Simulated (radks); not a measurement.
Results of a calculation; reference values are marked as such.
Pr III, configuration [Xe] 4f2 5d1 (not the ground configuration). Level of theory: scalar-relativistic Kohn-Sham, PBE, spin-unpolarised, spherical densities, point nucleus (a radial shooting solver on a logarithmic mesh with Libxc functionals). Some entries of the table are withheld. Estimate them.

orbital  occ.  eigenvalue (hartree)  <1/r> (bohr^-1)
1s          2             -1537.466              (1)
2s          2             -247.9434            14.93
2p          6             -221.9140            14.11
3s          2                   (2)            5.431
3p          6                   (3)            5.137
3d         10             -34.27554              (4)
4s          2             -11.33295            2.271
4p          6              -8.63445              (5)
4d         10              -4.77355            1.831
5s          2              -2.02608           0.8946
5p          6                   (6)           0.7647
4f          2              -0.70515            1.274
5d          1              -0.54995           0.5137

Answer. 
(1) 1s <1/r> (bohr^-1): 64.70
(2) 3s eigenvalue (hartree): -54.08702
(3) 3p eigenvalue (hartree): -45.84441
(4) 3d <1/r> (bohr^-1): 4.873
(5) 4p <1/r> (bohr^-1): 2.094
(6) 5p eigenvalue (hartree): -1.35488
